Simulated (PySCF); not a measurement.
CHCl2 (SMILES Cl[CH-]Cl), charge -1, singlet, geometry from GFN2-xTB (in this run its highest filled SCF level lies above zero, so its values depend strongly on the basis, on diffuse functions most of all). Base run: B3LYP/3-21G (PySCF).

Here is a job for PySCF.
```python
from pyscf import gto, scf, dft

mol = gto.M(
    atom='''
C    -0.123141   -0.010951    0.905066
Cl   -0.001352    1.466673   -0.181817
Cl   -0.007831   -1.461693   -0.218129
H     0.894956   -0.018952    1.368678
''',
    basis='3-21g',
    charge=-1,
    spin=0,
    verbose=3,
)

mf = dft.RKS(mol)
mf.xc = 'b3lyp'
mf.kernel()
mo_i, mo_e, stable_i, stable_e = mf.stability(internal=True, external=True, return_status=True, nroots=6, tol=1e-6)
print('internally stable:', stable_i, ' externally stable:', stable_e)
if not stable_e:
    umf = mf.to_uhf() if not hasattr(mf, 'xc') else mf.to_uks()
    umf.scf_summary = {}
    umf.kernel(umf.make_rdm1(mo_e, umf.mo_occ))
mf.analyze()
```

The bond that is stretched is that between atoms 4 and 1. A test that says stable can miss a lower solution.

The base run was repeated with changes; each row names its change, and settings that it needs were set with it.

```tsv
change	ΔE vs base (mEh)	<S^2>	E after following the instability (Eh)	<S^2> there	HOMO-LUMO gap (eV)	stability test says
base	0.000	0.000	-	-	4.93	stable
bond × 1.25	21.856	0.000	-	-	4.96	stable
bond × 1.5	54.622	0.000	-	-	4.70	stable
bond × 1.8	88.506	0.000	-954.35100	0.00	3.93	external instability
bond × 2.2	119.5	0.000	-954.32004	0.00	2.83	external instability
bond × 3.0	149.7	0.000	-954.28981	0.00	1.42	external instability
```

Where a bond breaks into two radicals, a solution with restricted orbitals usually stops being the lowest and lies too high; an unrestricted one lies lower at the price of spin contamination, which <S^2> shows.
